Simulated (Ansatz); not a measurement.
The cluster Cu₆Se₃⁻, relaxed as a doublet with UKS PBE-D4/def2-SVP in Ansatz, starting from the GFN1-xTB geometry. Force threshold 0.03 eV/Å.

The relaxation made no stability test and no search for a lower SCF solution. No other spin state of charge -1 was run. The structure comes from a short search, and lower isomers may exist.

Start:

```xyz
9

Cu   -0.088   -1.555   -0.632
Cu    0.365   -0.387    1.504
Cu   -1.649    0.446   -0.906
Cu   -1.766    0.822    1.496
Cu    0.504    0.683   -1.909
Cu    0.001    1.858    0.185
Se   -1.740   -1.574    1.075
Se    2.127   -0.959   -1.291
Se    2.246    0.666    0.478
```

| step | energy (eV) | largest force component (eV/Å) | SCF passes |
| --- | --- | --- | --- |
| 1 | -463775.0194 | 0.784 | 41 |
| 2 | -463775.1613 | 0.335 | 38 |
| 3 | -463775.2357 | 0.192 | 43 |
| 4 | -463775.3101 | 0.352 | 51 |
| 5 | -463775.4672 | 0.790 | 46 |
| 6 | -463775.6177 | 0.461 | 42 |
| 7 | -463775.7018 | 0.497 | 40 |
| 8 (rejected) | -463775.6914 | 0.698 | 49 |
| 9 | -463775.7554 | 0.152 | 39 |
| 10 | -463775.7846 | 0.166 | 43 |
| 11 | -463775.8269 | 0.138 | 42 |
| 12 | -463775.8877 | 0.221 | 42 |
| 13 | -463775.9792 | 0.312 | 40 |
| 14 | -463776.1302 | 0.409 | 42 |
| 15 | -463776.3510 | 0.503 | 39 |
| 16 | -463776.6426 | 0.483 | 37 |
| 17 | -463776.8287 | 0.362 | 37 |
| 18 | -463776.9035 | 0.118 | 37 |
| 19 | -463776.9339 | 0.190 | 36 |
| 20 | -463777.0025 | 0.329 | 36 |
| 21 | -463777.1453 | 0.493 | 35 |
| 22 | -463777.3152 | 0.540 | 38 |
| 23 | -463777.4610 | 0.284 | 38 |
| 24 | -463777.5736 | 0.328 | 38 |
| 25 | -463777.7191 | 0.215 | 40 |
| 26 | -463777.8458 | 0.239 | 42 |
| 27 | -463777.9749 | 0.167 | 46 |
| 28 | -463778.0237 | 0.027 | 41 |

Force components are those of the run's own axes.

End:

```xyz
9

Cu   -0.001   -1.509   -0.717
Cu   -0.228   -0.362    1.621
Cu   -1.924    0.041   -0.221
Cu   -0.429    1.829    0.409
Cu   -0.220    0.782   -1.758
Cu    1.618    0.438   -0.058
Se   -1.689   -2.054    0.854
Se    1.638   -0.619   -2.176
Se    1.234    1.453    2.048
```

Bonds lost: Cu3–Cu6, Cu4–Se7, Se8–Se9 (atoms count from 1). Bonds formed: Cu4–Cu5, Cu4–Se9, Cu6–Se8 (atoms count from 1). Metal–metal contacts that move far: Cu1–Cu6 3.51 to 2.62 Å, Cu2–Cu3 3.25 to 2.54 Å. The end is the same structure that another start reached, the lowest one found.

No frequencies were taken in this run, so the end may be a saddle point.

It took 7.7 min on 4 threads of Arm Neoverse V2 on a shared host, peak host memory 0.98 GiB.
